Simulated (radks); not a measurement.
Isoelectronic series with 13 electrons, each ion in its NIST ground configuration. Method: Dirac Kohn-Sham, PBE, spin-unpolarised, spherical densities, point nucleus; open shells fill j = l - 1/2 first; computed with a radial shooting solver on a logarithmic mesh with Libxc functionals. Total energies (hartree) and orbital eigenvalues (eV) (* marks an orbital that is empty in some or all of the ions):

ion    configuration  E (hartree)     3p3/2*      3p1/2      3s1/2      2p3/2      2p1/2
Al      [Ne] 3s2 3p1   -242.68531    -2.7019    -2.7182    -7.7466   -69.4763   -69.9176
S3+     [Ne] 3s2 3p1   -396.54771   -40.2159   -40.3492   -52.2263  -197.8580  -199.1292
K6+     [Ne] 3s2 3p1   -590.17179  -107.3766  -107.8069  -126.3574  -390.2333  -393.1725
Ti9+    [Ne] 3s2 3p1   -823.71885  -202.5811  -203.6023  -228.7964  -644.7259  -650.6124
Mn12+   [Ne] 3s2 3p1  -1097.47957  -325.4565  -327.5067  -359.3688  -960.9131  -971.5676
Ni15+   [Ne] 3s2 3p1  -1411.82278  -475.8942  -479.5864  -518.1712  -1338.683  -1356.573
Ga18+   [Ne] 3s2 3p1  -1767.18642  -653.8840  -660.0389  -705.4233  -1778.041  -1806.395
Se21+   [Ne] 3s2 3p1  -2164.07709  -859.4648  -869.1456  -921.4257  -2279.058  -2321.982
Rb24+   [Ne] 3s2 3p1  -2603.07256  -1092.707  -1107.257  -1166.547  -2841.846  -2904.456
Zr27+   [Ne] 3s2 3p1  -3084.82595  -1353.703  -1374.786  -1441.218  -3466.549  -3555.110
Tc30+   [Ne] 3s2 3p1  -3610.07107  -1642.565  -1672.210  -1745.934  -4153.339  -4275.416
Pd33+   [Ne] 3s2 3p1  -4179.62898  -1959.422  -2000.072  -2081.257  -4902.415  -5067.041
In36+   [Ne] 3s2 3p1  -4794.41564  -2304.420  -2358.983  -2447.821  -5713.996  -5931.860
Te39+   [Ne] 3s2 3p1  -5455.45103  -2677.718  -2749.630  -2846.332  -6588.330  -6871.975
Cs42+   [Ne] 3s2 3p1   -6163.8699  -3079.493  -3172.782  -3277.585  -7525.682  -7889.743
Ce45+   [Ne] 3s2 3p1   -6920.9342  -3509.934  -3629.295  -3742.462  -8526.343  -8987.796
